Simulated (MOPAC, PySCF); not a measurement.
[Cd(NH2)2], neutral singlet in the gas phase. 

Cartesian coordinates (Å):
```xyz
7

Cd    -0.0110     0.0237    -0.0334
N      1.8018     0.8566     0.1634
H      1.9020     1.7225    -0.3686
H      2.5615     0.2484    -0.1475
N     -1.7593    -0.9568    -0.0039
H     -2.2634    -0.8982    -0.8900
H     -2.4047    -0.6097     0.7080
```
Charge 0, multiplicity 1.

All levels are single points at this geometry (r2SCAN-D4/def2-SVP); Pople sets use spherical d functions. Orbital energies aren't observables, and empty levels follow the basis.

BP86/6-31G* (LANL2DZ on Cd) in PySCF gives gap (eV) = 3.69.

Q: Estimate the gap (eV) from each of these levels: PBE-D3(BJ)/def2-TZVP in PySCF; TPSSh-D3(BJ)/def2-TZVP in PySCF; B3LYP/6-311+G** (LANL2DZ on Cd) in PySCF; M06-2X/6-31G* (LANL2DZ on Cd) in PySCF; PBE/6-31G* (LANL2DZ on Cd) in PySCF; SVWN5/6-31G* (LANL2DZ on Cd) in PySCF; PM6 in MOPAC; PM7 in MOPAC.

A: 
```
level                                     gap (eV)
----------------------------------------  --------
PBE-D3(BJ)/def2-TZVP in PySCF                 3.96
TPSSh-D3(BJ)/def2-TZVP in PySCF               4.98
B3LYP/6-311+G** (LANL2DZ on Cd) in PySCF      5.30
M06-2X/6-31G* (LANL2DZ on Cd) in PySCF        7.91
PBE/6-31G* (LANL2DZ on Cd) in PySCF           3.67
SVWN5/6-31G* (LANL2DZ on Cd) in PySCF         3.66
PM6 in MOPAC                                  8.45
PM7 in MOPAC                                  9.74
```
